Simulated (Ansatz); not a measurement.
The same ligand exchange along the group F, Cl, Br.

Isolated molecules relaxed with PBE0-D4/def2-TZVP in Ansatz; ΔE leaves out vibrations. CBS: MP2 limit from def2 TZ/QZ plus the TZ coupled-cluster correction, frozen cores. This one scheme is used for every species. DFT in def2-TZVPP. For Br, Se outer-core shells are correlated without core-valence functions, which leaves a few kJ/mol of doubt a bond. Scalar relativity is left out up to krypton. One conformer a species, not always the lowest.

| reaction | B97M-V (eV) | PBE0-D4 (eV) | CCSD/CBS(def2) (eV) | r2SCAN-D4 (eV) |
| --- | --- | --- | --- | --- |
| `F[SiH2][SeH]` + H–F → `F[SiH2]F` + H₂Se | -0.97 | -0.76 | -0.89 | -0.89 |
| `Cl[SiH2][SeH]` + HCl → `Cl[SiH2]Cl` + H₂Se | -0.46 | -0.37 | -0.39 | -0.41 |
| `[SeH][SiH2]Br` + HBr → `Br[SiH2]Br` + H₂Se | -0.31 | -0.27 | -0.31 | -0.29 |

(1) Give the CCSD(T)/CBS values in the same order. (An estimate is asked.)

Largest T1 diagnostic: 0.012, for `F[SiH2]F`.

Results:

(1) Ansatz gave: -0.85, -0.38, -0.29 eV.
